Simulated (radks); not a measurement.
Q: Radial electron density D(r) = 4 pi r^2 rho(r) of an atom or ion with 17 electrons. Method: Dirac Kohn-Sham, relativistic LDA (MacDonald-Vosko exchange, VWN5 correlation), spin-unpolarised, spherical densities, finite nucleus; Fermi nuclear charge, rms radius of each element as measured or else 0.836 A^(1/3) + 0.57 fm; computed with a radial shooting solver on a logarithmic mesh with Libxc functionals.

```
   r/bohr * D(r) (the largest magnitude, 55.7, reaches the edge; | marks zero)
 0.002048 | *
 0.002562 |  *
 0.003205 |    *
 0.003977 |      *
 0.004976 |        *
 0.006225 |            *
 0.007726 |                 *
 0.009666 |                      *
  0.01209 |                             *
  0.01501 |                                    *
  0.01878 |                                         *
   0.0233 |                                             *
  0.02916 |                                              *
  0.03648 |                                            *
  0.04527 |                                         *
  0.05664 |                                       *
  0.07085 |                                         *
  0.08794 |                                                *
     0.11 |                                                      *
   0.1376 |                                                   *
   0.1708 |                                       *
   0.2137 |                        *
   0.2674 |                 *
   0.3318 |                   *
   0.4151 |                    *
   0.5194 |             *
   0.6446 |     *
   0.8064 |*
    1.009 *
    1.252 *
```

What is the nuclear charge?

A: Z = 38. The innermost maximum, from 1s, lies near gamma/Z bohr with gamma = sqrt(1 - (Z/c)^2) = 0.961, here 0.0253 bohr (found: 0.0278), and its height grows with Z. The density is that of the strontium ion Sr21+ in [Ne] 3s2 3p5; the configuration itself is not fixed sharply by these data, and Z only to a few units. D(r) has 3 maxima, at r = 0.0278, 0.117, 0.380 bohr, and minima at 0.0562, 0.276 bohr, inside which lie 2.07, 10.43 electrons.
